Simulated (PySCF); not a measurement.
# One molecule, several mistakes: AlBGeH4N cation

Calculated results; nothing here was measured. They come from PySCF 2.14.0, an open-source quantum chemistry program, on an isolated molecule that a program drew, which may never have been made. The molecule is AlBGeH4N cation (charge +1, singlet), drawn as the SMILES string `[AlH2][B]=[N][GeH2+]`.

Each row is a Hartree-Fock (HF) and frozen-core CCSD(T) single point in the cc-pV(D+d)Z basis, meant for a local HF minimum. Run 1 is clean. Each other run has one planted mistake out of seven kinds, and not every kind appears here: one electron removed, one electron added, multiplicity raised by two, geometry at a saddle point, minimal basis STO-3G, one bond length entered in bohr, all coordinates scaled. The reference is restricted for singlets and unrestricted otherwise, and also for a bond in bohr. Adding or removing an electron swaps singlet and doublet. Electrons count all cores. HOMO and LUMO are orbital energies over both spins, the gradient is its largest component, and the lowest frequency (negative if imaginary) is given only where the gradient is small. Bond lengths are over the 7 bonds as drawn. T1 is the CCSD diagnostic: over 0.02 (restricted) or 0.045 (unrestricted) a single reference is doubtful. Germanium has the cc-pVDZ-PP basis, with a core potential (ECP10MDF) in place of its 10 inner electrons, and its 3s, 3p and 3d shells are frozen in CCSD(T).

Geometry of the clean run:
```xyz
8
AlBGeH4N cation, angstrom
Al   -2.1374    1.6253    0.2953
B    -0.4330    0.3835    0.8619
N     0.5651   -0.3446    1.1939
Ge    1.8944   -1.3145    1.6360
H    -3.5323    0.9567    0.5056
H    -1.7640    3.0377   -0.2545
H     2.5179   -2.2216    0.6054
H     2.4182   -1.2447    3.0483
```

```
run  electrons  basis functions  <S^2>  HOMO (eV)  LUMO (eV)  gradient (hartree/bohr)  lowest frequency (cm^-1)  mean bond (Å)  longest bond (Å)      T1  HF (hartree)  CCSD(T) (hartree)                 mistake
  1         60               94  0.000     -15.57      -4.73                  1.5e-05                        63         1.6149             2.184  0.0169    -616.51266         -616.93389                no fault
  2         61               94  0.790      -6.21       0.35                  7.3e-02                         -         1.6149             2.184  0.0200    -616.71319         -617.15555      one electron added
  3         60               94  0.000     -15.97      -4.70                  1.2e-01                         -         1.4906             2.015  0.0138    -616.45065         -616.85895  all coordinates scaled
  4         59               94  0.817     -20.35     -13.24                  6.9e-02                         -         1.6149             2.184  0.0352    -615.98448         -616.38559    one electron removed
  5         60               94  2.373     -11.36      -7.49                  5.4e-02                         -         1.6149             2.184  0.0441    -616.35877         -616.77496                       ?
  6         60               94  0.851     -12.15      -4.72                  9.3e-03                         -         1.8134             2.950  0.0513    -616.41342         -616.82288                       ?
```

**Which mistake was planted in run 5, and what did it cost?**

Electrons, basis and geometry are unchanged, and <S^2> is 2.373, beside S(S+1) = 2.00 for a multiplicity of 3. So the mistake is: multiplicity raised by two. Subtracting run 1 and multiplying by 627.51 kcal/mol a hartree, the energy moved by 96.6 kcal/mol in HF and 99.7 kcal/mol in CCSD(T).

**Which mistake was planted in run 6, and what did it cost?**

The mean bond changes by a factor of 1.123 and the longest by 1.351, so the molecule wasn't scaled as a whole. A length L in bohr read as angstrom grows by (1/0.5292 - 1) L = 0.890 L. The 7 bonds together grew by 7 x 0.1985 = 1.389 Å, which gives L = 1.562 Å. That is the length of one of the Al-H bonds, 1.561 Å in the clean geometry. So the mistake is: one bond length entered in bohr. Subtracting run 1 and multiplying by 627.51 kcal/mol a hartree, the energy moved by 62.3 kcal/mol in HF and 69.7 kcal/mol in CCSD(T).

Cautions from the logs. Run 6: T1 is over the limit, so its CCSD(T) energy is less reliable.
